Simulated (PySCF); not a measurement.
## Phosphorus: a sound run and one with changed settings

Sound run: P²⁺ [Ne] 3s2 3p1, P³⁺ [Ne] 3s2. Calculation: PySCF 2.14, in x2c-TZVPall (5s5p2d1f, 37 functions); scalar relativity by spin-free X2C-1e. The sound run starts from symmetry-adapted Hartree-Fock orbitals and uses a fine grid where one is needed.

Changed run: radial step 1.2 in ln r (0.13 in the sound run). This setting is unsound on purpose.

```
species  method  sound run (hartree)  changed run (hartree)  converged
    P²⁺     UHF           -340.45849             -340.45849        yes
    P²⁺  r2SCAN           -340.93660             -343.64869        yes
    P²⁺    TPSS           -340.99254             -343.16116        yes
    P³⁺     UHF           -339.37166             -339.37166        yes
    P³⁺  r2SCAN           -339.82106             -342.37840        yes
    P³⁺    TPSS           -339.87634             -341.94303        yes
```

Ionisation energy of P²⁺:

```
method  sound run (eV)  changed run (eV)
   UHF          29.574            29.574
r2SCAN          30.355            34.566
  TPSS          30.373            33.147
```

A coarse radial grid mis-integrates the density and the exchange-correlation energy, with errors of either sign; Hartree-Fock needs no grid.

For comparison, NIST gives 30.203 eV between the lowest levels.
